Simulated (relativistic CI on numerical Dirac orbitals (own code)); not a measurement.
**Electric-dipole transitions in Fe24+**

Calculated at this level of theory: Dirac-Coulomb-Breit CI, orbitals from a KLI potential per configuration, model QED (radiative potential, 1s self-energy scaled to tabulated hydrogen-like ionisation energies), unscaled Slater integrals (own radial code, finite nucleus).

Configurations in the expansion: 1s2, 1s 2s, 1s 2p, 1s 3s, 1s 3p, 1s 3d, 1s 4s, 1s 4p, 1s 4d, 1s 4f, 1s 5s, 1s 5p, 1s 5d, 1s 5f, 1s 5g, 1s 6s, 1s 6p, 1s 6d. Levels of other configurations are missing.

| λ vac (nm) | Lower | Upper | A (s⁻¹) | E lower (10³ cm⁻¹) | E upper (10³ cm⁻¹) |
| --- | --- | --- | --- | --- | --- |
| 0.18507 | 1s2 1S_0 [1] | 1s 2p 1P°_1 [7] | 4.65e+14 | 0.0 | 54034.9 |
| 1.0002 | 1s 2s 3S_1 [2] | 1s 3p 3P°_2 [12] | 8.60e+12 | 53516.3 | 63514.5 |
| 1.0223 | 1s 2p 3P°_1 [4] | 1s 3d 3D_2 [13] | 1.84e+13 | 53766.9 | 63548.6 |
| 1.0334 | 1s 2p 3P°_2 [6] | 1s 3d 3D_3 [16] | 2.55e+13 | 53885.6 | 63562.1 |
| 1.0494 | 1s 2p 1P°_1 [7] | 1s 3d 1D_2 [17] | 2.15e+13 | 54034.9 | 63564.5 |
| 2.9547 | 1s 3p 3P°_2 [12] | 1s 4d 3D_3 [26] | 2.74e+12 | 63514.5 | 66898.8 |
| 2.9841 | 1s 3d 3D_2 [13] | 1s 4f 3F°_3 [27] | 4.99e+12 | 63548.6 | 66899.7 |
| 2.9844 | 1s 3d 3D_1 [14] | 1s 4f 3F°_2 [28] | 4.55e+12 | 63549.2 | 66900.0 |
| 2.9900 | 1s 3p 1P°_1 [15] | 1s 4d 1D_2 [29] | 2.40e+12 | 63555.6 | 66900.0 |
| 2.9935 | 1s 3d 3D_3 [16] | 1s 4f 3F°_4 [30] | 5.39e+12 | 63562.1 | 66902.7 |
| 2.9954 | 1s 3d 1D_2 [17] | 1s 4f 1F°_3 [31] | 5.11e+12 | 63564.5 | 66902.9 |
| 6.3890 | 1s 4p 3P°_2 [22] | 1s 5d 3D_3 [40] | 5.72e+11 | 66879.1 | 68444.3 |
| 6.4452 | 1s 4d 3D_2 [23] | 1s 5f 3F°_3 [41] | 9.29e+11 | 66893.2 | 68444.8 |
| 6.4453 | 1s 4d 3D_1 [24] | 1s 5f 3F°_2 [42] | 8.50e+11 | 66893.4 | 68444.9 |
| 6.4622 | 1s 4d 3D_3 [26] | 1s 5f 3F°_4 [44] | 1.01e+12 | 66898.8 | 68446.3 |
| 6.4657 | 1s 4f 3F°_3 [27] | 1s 5g 3G_4 [45] | 1.61e+12 | 66899.7 | 68446.3 |
| 6.4664 | 1s 4f 3F°_2 [28] | 1s 5g 3G_3 [46] | 1.53e+12 | 66900.0 | 68446.4 |
| 6.4666 | 1s 4d 1D_2 [29] | 1s 5f 1F°_3 [47] | 9.55e+11 | 66900.0 | 68446.4 |
| 6.4744 | 1s 4f 3F°_4 [30] | 1s 5g 3G_5 [48] | 1.66e+12 | 66902.7 | 68447.3 |
| 6.4750 | 1s 4f 1F°_3 [31] | 1s 5g 1G_4 [49] | 1.62e+12 | 66902.9 | 68447.3 |

Terms are leading LS components. Brackets give the number of a level in order of energy, since labels repeat. The list gives strong lines, with weight on those to low levels, without lines whose two gauges differ by over a factor of 2.5. Levels whose partners in the same complex of configurations lie outside the list can be far off, and so can their lines. Rates are taken at the computed energies, electric ones in the length gauge.

At this charge energies of transitions that change n are usually good to better than 1 %, and those within a shell (Δn = 0) to a few per cent.

Question: From the table, what is the radiative lifetime of 1s 2p 1P°_1?

Answer: The listed rates from this level add up to about 4.65e+14 s⁻¹, 100 % of its decay; with all channels τ = 2.15e-15 s.

LS names give the leading component of a level, which can be under half, so a name can repeat, a term be missing and a line seem to break the LS rules.
